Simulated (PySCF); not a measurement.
A structure optimised at PBE0-D3(BJ)/def2-SVP, used in a PySCF frequency run:

```xyz
9

Zn     0.0568    -0.4087     0.0000
O      0.5070     1.3049     0.0000
C     -0.3504     2.3927     0.0000
H     -1.0132     2.4415    -0.8906
H      0.2371     3.3306     0.0000
H     -1.0132     2.4415     0.8906
N     -0.1097    -2.2134     0.0000
H     -0.5504    -2.6278     0.8181
H     -0.5504    -2.6278    -0.8181
```
Charge 0, spin multiplicity 1.

Question: Write its SMILES, formula and point group.

Answer: C[O][Zn][NH2], CH₅NOZn, Cs

Question: What are its rotational constants (standard atomic weights)?

Answer: 43.736, 2.3464, 2.2863 GHz
